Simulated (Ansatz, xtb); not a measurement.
## C2H10OSi3: which of two isomers lies lower

We compare a, `C=C[SiH](O)[SiH2][SiH3]`, a singlet, with b, `C=C[SiH2][SiH](O)[SiH3]`, a singlet. Both are isolated molecules in the gas phase, relaxed with PBE-D3(BJ)/def2-SVP; each stands in its lowest conformer found.

Q: Which of the two would you expect CCSD(T)/def2-SVP + ΔMP2/def2-TZVPP electronic energies to favour?

A: Structure a; the calculation gives E(b) − E(a) = +4.7 kcal/mol.

The same difference at several levels:

```csv
level,geometry,E(b) − E(a) (kcal/mol),departure from the last row (kcal/mol),"job, with rough time for the two"
PBE-D3(BJ)/def2-SVP,PBE-D3(BJ)/def2-SVP,+4.1,−0.6,"optimisation, 3 min"
HF/def2-SVP,PBE-D3(BJ)/def2-SVP,+6.8,+2.1,part of the CCSD(T) run
MP2/def2-SVP,PBE-D3(BJ)/def2-SVP,+6.1,+1.4,part of the CCSD(T) run
CCSD(T)/def2-SVP,PBE-D3(BJ)/def2-SVP,+6.0,+1.3,single point
CCSD(T)/def2-SVP + ΔMP2/def2-TZVPP,PBE-D3(BJ)/def2-SVP,+4.7,,"single point, 57 s"
```

As drawn, both hold the same kinds of bond in the same numbers.

None of the levels shown reverses the order. The largest departure from CCSD(T)/def2-SVP + ΔMP2/def2-TZVPP is that of HF/def2-SVP, 2.1 kcal/mol. No reliable frequencies are at hand for b, so it isn't confirmed as a minimum. Levels run at GFN2-xTB geometries aren't shown. The last row adds to CCSD(T) the change of the MP2 difference between the two basis sets, here −1.3 kcal/mol.

The correlated steps freeze 18 core orbitals. Codes used: Ansatz 0.2.0, xtb 6.7.1; the last row on 2 threads of Intel(R) Xeon(R) Gold 6455B (Sapphire Rapids) on a shared host.
